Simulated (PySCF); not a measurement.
O2Si, SMILES [O][Si]=O (connectivity only; charge and spin as stated), charge -1, multiplicity 2. Atoms are numbered in the order given.

```xyz
3

O      0.0000     1.4511    -0.2560
Si     0.0000     0.0000     0.2926
O      0.0000    -1.4511    -0.2560
```
Charge -1, spin multiplicity 2.

Geometry: PBE0-D3(BJ)/def2-TZVPD. The isomer is the one that the SMILES or the coordinates give; other isomers of the formula were not compared.

The numbers are results of PBE0/pcH-1 (PySCF), not measurements.

Unrestricted Kohn–Sham, ⟨S²⟩ = 0.754. Hyperfine tensors hold the contact and dipolar terms, without spin-orbit corrections.

Computed hyperfine couplings:
```tsv
nucleus	A(iso) (MHz)	A(iso) (G)	dipolar principal values (MHz)
17O no. 1	-47.8	-17.0	-70.2, 31.6, 38.6
29Si no. 2	-514.6	-183.6	-65.7, 21.8, 43.9
17O no. 3	-47.8	-17.0	-70.2, 31.6, 38.6
```

### Question
And the g tensor (effective nuclear charges for spin-orbit coupling, GIAO)? (An estimate is asked for; the answer gives what the named calculation found.)

### Answer
principal values 1.9963, 2.0011, 2.0035; isotropic 2.0003.
